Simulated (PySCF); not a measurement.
Isomers of C7H11PS.

All values: PBE0/pcSseg-1 (PySCF) at PBE0-D3(BJ)/def2-SVP geometries, gas phase, one conformer each.

(1) Rank by the highest Hirshfeld charge on any atom, lowest value first.
A. `CC(C)(C)c1pccs1`
B. `[CH2:1]=[CH:2][C:3]1=[CH:4][CH2:5][P@@:6]([CH3:7])(=[S:8])[CH2:9]1` with C1–C2–C3–C4 -179°, C3–C4–C5–P6 16°, C4–C5–P6–C7 85°, C5–P6–C9–C3 20°, C2–C3–C9–P6 165°
C. `[CH3:1][CH2:2][P@@:3]1(=[S:4])[CH:5]=[CH:6][C:7]([CH3:8])=[CH:9]1` with C1–C2–P3–S4 -179°
D. `[CH3:1][c:2]1[p:3][cH:4][c:5]([CH:6]([CH3:7])[CH3:8])[s:9]1` with C4–C5–C6–C7 -56°

(2) Rank by the highest IAO charge on any atom, lowest value first.
A. `[CH3:1][c:2]1[p:3][cH:4][c:5]([CH:6]([CH3:7])[CH3:8])[s:9]1` with C4–C5–C6–C7 -56°
B. `[CH2:1]=[CH:2][C:3]1=[CH:4][CH2:5][P@@:6]([CH3:7])(=[S:8])[CH2:9]1` with C1–C2–C3–C4 -179°, C3–C4–C5–P6 16°, C4–C5–P6–C7 85°, C5–P6–C9–C3 20°, C2–C3–C9–P6 165°
C. `C[C@H]1C=C[P@@](C)(=S)C=C1`

## Answers

(1) D (+0.111 e), A (+0.132 e), C (+0.330 e), B (+0.352 e).

(2) A (+0.352 e), B (+1.095 e), C (+1.127 e).

All values together:

| SMILES | μ (D) | HOMO (eV) | LUMO (eV) | lowest IAO charge (e) | highest IAO charge (e) | lowest Hirshfeld charge (e) | highest Hirshfeld charge (e) |
| --- | --- | --- | --- | --- | --- | --- | --- |
| C=CC1=CC[P@@](C)(=S)C1 | 4.76 | -6.41 | -1.28 | -0.651 (C) | +1.095 (P) | -0.348 (S) | +0.352 (P) |
| C[C@H]1C=C[P@@](C)(=S)C=C1 | 5.52 | -6.17 | -0.75 | -0.653 (C) | +1.127 (P) | -0.356 (S) | +0.335 (P) |
| CC[P@@]1(=S)C=CC(C)=C1 | 5.42 | -6.28 | -1.98 | -0.598 (S) | +1.092 (P) | -0.340 (S) | +0.330 (P) |
| CC(C)(C)c1pccs1 | 1.11 | -6.71 | -1.17 | -0.407 (C) | +0.367 (S) | -0.131 (C) | +0.132 (S) |
| Cc1pcc(C(C)C)s1 | 1.62 | -6.48 | -1.09 | -0.412 (C) | +0.352 (S) | -0.136 (C) | +0.111 (S) |

Conformers: `[CH2:1]=[CH:2][C:3]1=[CH:4][CH2:5][P@@:6]([CH3:7])(=[S:8])[CH2:9]1` with C1–C2–C3–C4 -179°, C3–C4–C5–P6 16°, C4–C5–P6–C7 85°, C5–P6–C9–C3 20°, C2–C3–C9–P6 165°; `[CH3:1][CH2:2][P@@:3]1(=[S:4])[CH:5]=[CH:6][C:7]([CH3:8])=[CH:9]1` with C1–C2–P3–S4 -179°; `[CH3:1][c:2]1[p:3][cH:4][c:5]([CH:6]([CH3:7])[CH3:8])[s:9]1` with C4–C5–C6–C7 -56°.
